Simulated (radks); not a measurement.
Results of a calculation; reference values are marked as such.
Q: Radial electron density D(r) = 4 pi r^2 rho(r) of an atom or ion with 27 electrons. Level of theory: non-relativistic Kohn-Sham, LB94 model potential, spin-polarised, spherical densities, point nucleus (a radial shooting solver on a logarithmic mesh with Libxc functionals).

r (bohr),D(r) (e/bohr),spin D(r)
0.00165,4.090,-0.00000734
0.001845,5.000,-0.00000897
0.002064,6.097,-0.0000109
0.00229,7.309,-0.0000131
0.002562,8.856,-0.0000158
0.002865,10.69,-0.0000190
0.003205,12.85,-0.0000228
0.003585,15.37,-0.0000271
0.004009,18.29,-0.0000320
0.004449,21.39,-0.0000371
0.004976,25.15,-0.0000430
0.005566,29.36,-0.0000491
0.006225,34.00,-0.0000550
0.006963,39.01,-0.0000598
0.007788,44.32,-0.0000622
0.008642,49.40,-0.0000600
0.009666,54.88,-0.0000490
0.01081,60.14,-0.0000217
0.01209,64.95,0.0000347
0.01353,69.03,0.000143
0.01501,71.94,0.000323
0.01679,73.94,0.000668
0.01878,74.64,0.00128
0.021,74.06,0.00237
0.02349,72.43,0.00426
0.02628,70.17,0.00753
0.02916,68.04,0.0126
0.03261,66.41,0.0217
0.03648,66.20,0.0368
0.0408,67.97,0.0613
0.04563,71.96,0.101
0.05104,77.86,0.162
0.05664,84.29,0.248
0.06335,90.95,0.383
0.07085,95.81,0.578
0.07925,97.50,0.847
0.08864,95.31,1.20
0.09836,90.10,1.62
0.11,82.46,2.15
0.1231,74.88,2.75
0.1376,69.65,3.35
0.154,68.14,3.90
0.1722,70.15,4.31
0.1911,73.48,4.48
0.2137,75.89,4.41
0.239,74.36,4.05
0.2674,67.45,3.44
0.2991,55.73,2.69
0.3345,41.42,1.92
0.3712,28.32,1.28
0.4151,16.62,0.738
0.4643,8.469,0.375
0.5194,3.695,0.165
0.5809,1.357,0.0620
0.6498,0.4124,0.0194
0.721,0.1131,0.00553
0.8064,0.02244,0.00115
0.902,0.003445,0.000187

What is the nuclear charge?

A: Z = 59. The innermost maximum, from 1s, lies near 1/Z = 0.0169 bohr (found: 0.0188), and its height grows with Z. The density is that of the praseodymium ion Pr32+ in [Ar] 3d9; the configuration itself is not fixed sharply by these data, and Z only to a few units. D(r) has 3 maxima, at r = 0.0188, 0.0786, 0.219 bohr, and minima at 0.0350, 0.152 bohr, inside which lie 2.00, 11.53 electrons.
